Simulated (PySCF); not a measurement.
Write Cartesian coordinates for InChI=1S/CH6N2SeSi2/c2-1-4-6(3)5/h6H,3H2,5H3/t6-/m1/s1 as optimised with PBE0-D3(BJ)/def2-SVP.

```xyz
12
CH6N2SeSi2 angstrom
N      2.9007   -1.0254    0.1616
C      2.1298   -0.7148    0.9754
Se     0.9030   -0.2048    2.2355
Si    -0.5509    0.6161    0.5600
N      0.1239    1.8528   -0.4201
Si    -1.1557   -1.2275   -0.7485
H     -1.6366    1.1790    1.4138
H      0.8066    1.5884   -1.1241
H      0.3594    2.7525   -0.0127
H     -2.2127   -0.8332   -1.7291
H     -1.6794   -2.2955    0.1531
H      0.0521   -1.7143   -1.4771
```

Any rigid rotation of these coordinates is as good. Atoms count from 1 in this order. Si6 (SiH3 silicon) is tetrahedral (angles from 108.5° to 110.2°). Se3 (selenium bonded to C and Si) is bent (angle 91.2°). N5 (silicon-bound nitrogen) has angles 120.0°, 118.2° and 110.7°, sum 348.9°, 0.23 Å off the plane of its three neighbours. Si4 (SiH silicon) is distorted tetrahedral (angles from 100.0° to 115.4°).

Bonds between heavy atoms (Å): N1≡C2 1.163, C2–Se3 1.831, Se3–Si4 2.365, Si4–N5 1.716, Si4–Si6 2.340.

Theory: PBE0-D3(BJ)/def2-SVP geometry optimisation, gas phase in PySCF.

Point group: C1 (no symmetry element, even within 0.4 Å). No frequency check. One conformer, not necessarily the lowest (C2–Se3–Si4–N5 -59°, Se3–Si4–N5–H 75° and -66°).
